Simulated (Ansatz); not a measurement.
`CN[SiH2][SiH3]` + `[NH2][GeH3]` → `[SiH3][SiH2][NH][GeH3]` + CH₃NH₂ at 700 K and 1 bar (ligand exchange at the Si–N bond).

Isolated molecules relaxed with PBE0-D4/def2-TZVP in Ansatz; ΔE leaves out vibrations. CCSD(T)/CBS adds triple-zeta CCSD(T) − MP2 to the extrapolated MP2 energy (def2 sets, frozen cores). For Ge outer-core shells are correlated without core-valence functions, which leaves a few kJ/mol of doubt a bond. Scalar relativity is left out up to krypton. One conformer a species, not always the lowest.

```
                 species  CCSD(T)/CBS energy (Eh)  H − E (kJ/mol)  S (J/(mol·K))
        `CN[SiH2][SiH3]`               -676.32808           342.4          502.6
           `[NH2][GeH3]`              -2133.81884           177.8          349.1
`[SiH3][SiH2][NH][GeH3]`              -2714.39913           313.8          557.1
                  CH₃NH₂                -95.75281           207.6          296.6
```

H − E and S are ideal-gas, rigid-rotor, harmonic terms from PBE0-D4/def2-TZVP, for one conformer and one mirror image of each species. 1 Eh = 2625.50 kJ/mol, R = 8.31446 J/(mol·K).

**Question.** By hand: ΔE, ΔH, ΔS and ΔG.

**Answer.** ΔE = (-2714.39913) + (-95.75281) − (-676.32808) − (-2133.81884) = -0.00502 Eh = -13.2 kJ/mol. Δ(H − E) = 313.8 + 207.6 − 342.4 − 177.8 = 1.2, so ΔH = -12.0 kJ/mol. ΔS = 557.1 + 296.6 − 502.6 − 349.1 = 2.0 J/(mol·K). ΔG = -12.0 − 700 × (2.0)/1000 = -13.4 kJ/mol.

**Question.** By hand: the equilibrium constant, and the temperature at which ΔG would vanish if ΔH and ΔS stayed fixed.

**Answer.** log₁₀ K = −ΔG/(RT ln 10) = 1.0. ΔH and −TΔS have one sign here, so there is no such temperature.

The number of gas molecules stays the same, so ΔS is small and ΔH decides. A doubt of 5 kJ/mol in ΔE shifts log₁₀ K by 0.4 here. Other conformers and mirror images would add mixing entropy, several J/(mol·K) or more a flexible species. Modes under 60 cm⁻¹, often nearly free rotors, make the harmonic entropy too high. These are equilibria of isolated gas molecules and say nothing of rates. Largest T1 diagnostic: 0.012 (customary marks: 0.02 for closed shells, 0.045 for open ones).

ΔS is within the doubt of such terms, so its sign, and with it that verdict, could turn.
